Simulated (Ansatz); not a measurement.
`C[O][InH][Br]` → `[CH2]` (triplet) + `[OH][InH][Br]` at 600 K and 1 bar (formal loss of a carbene).

Computed with Ansatz on PBE0-D4/def2-TZVP structures; ΔE is electronic, products minus reactants. CBS: MP2 limit from def2 TZ/QZ plus the TZ coupled-cluster correction, frozen cores. This one scheme is used for every species. Triplets are unrestricted, without spin–orbit coupling. def2 core potentials past Kr. For Br, In outer-core shells are correlated without core-valence functions, which leaves a few kJ/mol of doubt a bond. Scalar relativity is left out up to krypton. One conformer a species, not always the lowest.

```csv
species,CCSD(T)/CBS energy (Eh),H − E (kJ/mol),S (J/(mol·K))
`C[O][InH][Br]`,-2878.81206,179.9,443.6
`[CH2]` (triplet),-39.09499,66.5,220.8
`[OH][InH][Br]`,-2839.57190,93.2,383.0
```

H − E and S are ideal-gas, rigid-rotor, harmonic terms from PBE0-D4/def2-TZVP, for one conformer and one mirror image of each species, with the whole ground term of open shells counted as degenerate. 1 Eh = 2625.50 kJ/mol, R = 8.31446 J/(mol·K).

Q: By hand: ΔE, ΔH, ΔS and ΔG.

A: ΔE = (-39.09499) + (-2839.57190) − (-2878.81206) = 0.14517 Eh = 381.1 kJ/mol. Δ(H − E) = 66.5 + 93.2 − 179.9 = -20.2, so ΔH = 360.9 kJ/mol. ΔS = 220.8 + 383.0 − 443.6 = 160.2 J/(mol·K). ΔG = 360.9 − 600 × (160.2)/1000 = 264.8 kJ/mol.

Q: By hand: the equilibrium constant, and the temperature at which ΔG would vanish if ΔH and ΔS stayed fixed.

A: log₁₀ K = −ΔG/(RT ln 10) = -23.1. ΔG = 0 at ΔH/ΔS = 2253 K.

The number of gas molecules changes by +1, which sets the sign of ΔS. A doubt of 5 kJ/mol in ΔE shifts log₁₀ K by 0.4 here. Other conformers and mirror images would add mixing entropy, several J/(mol·K) or more a flexible species. A triplet takes part, so the spin changes. These are equilibria of isolated gas molecules and say nothing of rates. Largest T1 diagnostic: 0.014 (customary marks: 0.02 for closed shells, 0.045 for open ones).
